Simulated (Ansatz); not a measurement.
```yaml
crystal:
  periodic: [true, true, true]
  atoms:
    - {symbol: N, position_ang: [0.052985, -0.177118, 1.929878]}
    - {symbol: Sn, position_ang: [-0.554397, 0.311790, 0.069541]}
    - {symbol: O, position_ang: [0.461504, 1.833119, -0.653133]}
    - {symbol: C, position_ang: [0.094203, -1.265237, -1.333684]}
    - {symbol: O, position_ang: [0.817672, -0.948073, -2.236636]}
    - {symbol: H, position_ang: [1.055444, -0.124418, 2.058242]}
    - {symbol: H, position_ang: [-0.381777, 0.375293, 2.657478]}
    - {symbol: H, position_ang: [-2.209182, 0.714865, 0.150942]}
    - {symbol: H, position_ang: [0.959151, 1.557300, -1.429734]}
    - {symbol: H, position_ang: [-0.212501, -2.328621, -1.209794]}
basis:
  gaussian: {orbitals: def2-mTZVPP, fitting: {mean_field: def2-universal-jkfit}}
total_charge: 1
magnetization: {spin_polarized: true, initial_magnetization: 1}
hamiltonian: {xc: {name: PBE0-DH}}
accuracy: high
```

```sh
$ ansatz run in.yaml --threads 4 --pin off --events-out ev --progress --plain --max-ram 10444MiB
```

**Question.** How does Ansatz answer? (Best estimate.)

**Answer.** Computed: The input was rejected before any iteration.
```
Error: YAML parse error: error: line 2 column 3: crystal: missing field `lattice` (a structure is typed as `lattice` and `atoms`, a molecule's as `atoms` in Å alone, or read from a run's directory, `checkpoint`)
 --> <input>:2:3
1 | crystal:
2 |   periodic: [true, true, true]
3 |   atoms:
4 |     - {symbol: N, position_ang: [0.052985, -0.177118, 1.929878]}
```
